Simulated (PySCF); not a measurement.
From one molecule to another.

First species: C3H11NOSi4.
SMILES: `CCO[Si@@H]1[SiH2][SiH2][Si@@H]1C#N`

Second species: C₃H₁₁NOSi₄.
SMILES: `CCO[Si@@H]1[SiH2][SiH2][Si@H]1C#N`

Levels: PBE0/pcSseg-1 for dipole moment, HOMO energy, LUMO energy and HOMO–LUMO gap; GFN2-xTB for rotational constant A and rotational constant C. Geometries: GFN2-xTB. All species are isolated and taken at one optimised geometry, non-relativistic unless stated; the electronic structure was computed with PySCF and density fitting.

The conformers computed, where there is a choice (atom-mapped SMILES and torsion angles):
- `[CH3:1][CH2:2][O:3][Si@@H:4]1[SiH2:5][SiH2:6][Si@@H:7]1[C:8]#[N:9]`: C1–C2–O3–Si4 -167°, C2–O3–Si4–Si5 162°
- `[CH3:1][CH2:2][O:3][Si@@H:4]1[SiH2:5][SiH2:6][Si@H:7]1[C:8]#[N:9]`: C1–C2–O3–Si4 161°, C2–O3–Si4–Si5 -70°

**Question.** Which has the higher rotational constant C?

**Answer.** The first: 0.486 GHz against 0.452 GHz, a difference of 0.034 GHz.

**Question.** Which of the two has the higher HOMO–LUMO gap, and by how much?

**Answer.** The second: 5.55 eV against 5.42 eV, a difference of 0.13 eV.

**Question.** Which of the two has the higher HOMO energy, and by how much?

**Answer.** The first: -7.56 eV against -7.62 eV, a difference of 0.06 eV.

**Question.** Which has the higher dipole moment?

**Answer.** The second: 5.11 D against 3.36 D, a difference of 1.75 D.

**Question.** Which has the higher LUMO energy?

**Answer.** The second: -2.07 eV against -2.14 eV, a difference of 0.07 eV.

**Question.** Which has the higher rotational constant A?

**Answer.** The second: 1.162 GHz against 0.962 GHz, a difference of 0.200 GHz.

On the first: A dipole of 3.36 D is allowed in C1, and pure rotational transitions are dipole-allowed. The dipole equals about 11.2 × 10⁻³⁰ C·m (1 D = 3.33564 × 10⁻³⁰ C·m).

On the second: In atomic units the dipole is 2.01 e·bohr (1 au = 2.5417 D).
